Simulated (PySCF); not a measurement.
Al(All)(Me)(OH) (C4H9AlO), SMILES C([CH2][Al]([CH3])[OH])=C.

Coordinates come from a PBE0-D3(BJ)/def2-SVP optimisation. One conformer was computed; it need not be the lowest.

Method: TDA-PBE/def2-SVPD in PySCF.

Vertical excitations. The molecule is in vacuum.

```tsv
state	energy (eV)	λ (nm)	f	main pairs
S1	4.84	256	0.035	HOMO→LUMO+1 63 %, HOMO→LUMO 35 %
S2	5.44	228	0.073	HOMO−1→LUMO 44 %, HOMO→LUMO 26 %, HOMO→LUMO+1 21 %
S3	5.78	214	0.082	HOMO−1→LUMO 44 %, HOMO→LUMO 18 %, HOMO−2→LUMO 11 %, HOMO→LUMO+1 9 %
S4	5.90	210	0.061	HOMO→LUMO+2 83 %
S5	6.07	204	0.025	HOMO−2→LUMO 50 %, HOMO→LUMO+3 33 %
S6	6.11	203	0.040	HOMO→LUMO+3 65 %, HOMO−2→LUMO 21 %
S7	6.16	201	0.060	HOMO−1→LUMO+1 93 %
S8	6.31	197	0.016	HOMO→LUMO+4 94 %
S9	6.65	186	0.042	HOMO−2→LUMO+1 96 %
S10	6.78	183	0.035	HOMO−3→LUMO 62 %, HOMO→LUMO+6 17 %
T1	3.74	332	0	HOMO→LUMO 94 %
T2	4.80	258	0	HOMO→LUMO+1 95 %
T3	5.24	236	0	HOMO−1→LUMO 95 %
T4	5.53	224	0	HOMO→LUMO+2 98 %
```
Triplets are in the Tamm–Dancoff approximation.
